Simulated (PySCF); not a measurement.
This PySCF input asks for the NMR shieldings of SMILES C=CCB(CC)OC, C$_{6}$H$_{13}$BO; the geometry comes from GFN2-xTB.

```python
import basis_set_exchange as bse
import numpy as np
from pyscf import gto, dft
from pyscf.prop import nmr

atoms = """
C     2.449641    0.532745    1.305510
C     1.850010    0.526309    0.128307
C     0.984924   -0.578409   -0.376341
B    -0.568226   -0.215801   -0.589298
C    -1.136972    1.272255   -0.469452
C    -1.154273    1.775607    0.979549
O    -1.468844   -1.156311   -0.887260
C    -1.201205   -2.530069   -1.027241
H     2.354163   -0.291377    1.994614
H     3.056171    1.358772    1.636541
H     1.965604    1.369814   -0.540280
H     1.372757   -0.905727   -1.348632
H     1.073952   -1.437194    0.295607
H    -0.533343    1.964416   -1.060024
H    -2.153261    1.318643   -0.863956
H    -0.149797    1.769545    1.395129
H    -1.783304    1.136719    1.594706
H    -1.544359    2.790268    1.028603
H    -0.831966   -2.952596   -0.088860
H    -2.134908   -3.023581   -1.300721
H    -0.455686   -2.707085   -1.806974
"""
names = dict.fromkeys(["C", "B", "O", "H"], "pcSseg-1")
basis = {el: gto.basis.parse(bse.get_basis(n, elements=[el], fmt="nwchem")) for el, n in names.items()}
mol = gto.M(atom=atoms, basis=basis, charge=0, verbose=0)
mf = dft.RKS(mol, xc="PBE0")
mf.grids.level = 2
mf.grids.alignment = dft.numint.BLKSIZE   # the property module wants whole blocks of grid points
mf.conv_tol = 1e-9
mf.kernel()

calc = nmr.RKS(mf)   # GIAO
C = mf.mo_coeff
Co = C[:, mf.mo_occ > 0]
resp = mf.gen_response(singlet=True, hermi=2)
def vind(x):   # induced exchange potential for any number of trial vectors
    d = np.einsum("pi,xij,qj->xpq", C, 2 * x.reshape(-1, C.shape[1], Co.shape[1]), Co, optimize=True)
    return np.einsum("xpq,pi,qj->xij", resp(d - d.transpose(0, 2, 1)), C, Co, optimize=True).ravel()
mo1, _ = nmr.rhf.solve_mo1(calc, with_cphf=vind)
sigma = calc.kernel(mo1)
for i, s in enumerate(sigma):   # ppm
    print("%2d %-2s %9.2f" % (i, mol.atom_pure_symbol(i), np.trace(s) / 3))
```

Question: What are the results?

Answer: 
```
 0 C      66.39
 1 C      40.03
 2 C     156.51
 3 B      49.95
 4 C     167.91
 5 C     176.54
 6 O     170.35
 7 C     132.01
 8 H      26.43
 9 H      26.48
10 H      25.21
11 H      30.00
12 H      29.87
13 H      30.78
14 H      30.89
15 H      30.09
16 H      31.14
17 H      30.65
18 H      27.86
19 H      27.58
20 H      28.01
```

These numbers come from an equivalent density-fitted implementation of the same equations, which agrees with the script to about 0.01 ppm for H and up to a few tenths of a ppm for heavy atoms, so last digits may differ.

Size and cost of the density-fitted run: 201 basis functions, 67 s wall time on 1 thread of an Arm Neoverse N1, shared host; peak memory 0.82 GiB.
